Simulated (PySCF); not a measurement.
## CdC, PBE0: how much the basis matters

PySCF, UKS reference; triplet, unpaired electrons π ↑↑; De to Cd + C without counterpoise correction.

```csv
basis,relativity,functions,Re (Å),ωe (cm⁻¹),De (eV),μ (D)
def2-SVP,scalar-relativistic core potentials,45,2.181,403,1.00,-2.99
cc-pVDZ-PP/cc-pVDZ,scalar-relativistic core potentials,52,2.168,405,0.96,-2.78
def2-SVPD,scalar-relativistic core potentials,54,2.180,405,1.02,-3.06
x2c-TZVPPall,spin-free X2C,110,2.176,405,1.03,-3.14
```

(1) How does each smaller set differ from the one with most functions, x2c-TZVPPall?

A positive dipole means Cd(−)C(+). Spin–orbit coupling is left out. The state is the lowest determinant that a PBE0 search found; another state may lie lower at other levels.

Results:

(1) def2-SVP: +0.5 pm, -0.5 % in ωe, -0.03 eV in De; cc-pVDZ-PP/cc-pVDZ: -0.8 pm, +0.0 % in ωe, -0.07 eV in De; def2-SVPD: +0.4 pm, +0.0 % in ωe, -0.01 eV in De. All at PBE0; the set with most functions is neither the basis-set limit nor always the best. The rows treat relativity differently, so the differences are not basis effects alone.
